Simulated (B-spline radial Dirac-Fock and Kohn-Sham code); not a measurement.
X-ray lines that fill the L1 vacancy in Tc⁴⁺

System: the Tc⁴⁺ ion, configuration 1s2 2s2 2p6 3s2 3p6 3d10 4s2 4p6 4d3, inside a Watson sphere of charge -4 and radius 2.4 Å (a model of the Madelung potential; inside it an electron's potential energy is raised by 24.0 eV).

The computed values come from a radial finite-basis atomic code: a relativistic independent-particle model: LDA orbitals of the hole state, radiative multipoles to third order, Auger rates from the Coulomb interaction with a continuum orbital, Dirac-Fock energies.

```
 line  multipole  energy (eV)  width (meV)  share (%)
L1-L2         E1        254.0       0.0663      0.133
L1-L3         E1        370.5        0.432      0.867
  Lβ4         E1       2600.0         15.2       30.6
  Lβ3         E1       2620.0         26.1       52.4
L1-M4         E2       2793.0        0.145      0.291
L1-M5         E2       2796.6        0.216      0.434
  Lγ2         E1       3011.1         2.76       5.54
  Lγ3         E1       3014.2         4.81       9.65
```

The listed lines hold 100.0 % of the radiative rate. The radiative width is 0.0498 eV in the length form and 0.0496 eV in the velocity form; the two differ because the transition energies are not eigenvalue differences of the potential that gave the orbitals.
